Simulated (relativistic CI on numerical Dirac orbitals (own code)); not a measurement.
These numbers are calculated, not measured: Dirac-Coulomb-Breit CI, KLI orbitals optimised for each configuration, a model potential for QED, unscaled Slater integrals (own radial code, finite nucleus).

The strongest absorption lines from the ground level of an ion, among the configurations computed and to levels below about 537 eV (vacuum wavelength in nm, gf): 4.5848 (0.24), 4.8767 (0.49), 4.8772 (1.1), 4.8883 (2.7), 4.9191 (2.7), 6.3572 (1), 6.4333 (0.26), 6.7648 (1.2).

Task: Which ion is it?
A. Yb³⁷⁺
B. Ta⁴⁰⁺
C. Ta⁴²⁺
D. Ta³⁸⁺

Result: B. Ta⁴⁰⁺ has 33 electrons and the ground level 4s2.4p3 2P°_3/2; the strongest line goes to 4s2.4p2.4d 4P_5/2. The pattern of lines fixes the number of electrons, and along that sequence the line energies rise steadily with the charge (about as its square where n changes within one kind of shell, about linearly where n is kept but much faster in heavy ions where fine structure, which grows about as Z⁴, sets the gap, and irregularly where shells cross), which fixes Z. Configurations outside the model, such as inner-shell arrays, can give stronger lines. At this charge energies of transitions that change n are usually good to better than 1 %, and those within a shell (Δn = 0) to a few per cent.

LS names give the leading component of a level, which can be under half, so a name can repeat, a term be missing and a line seem to break the LS rules.
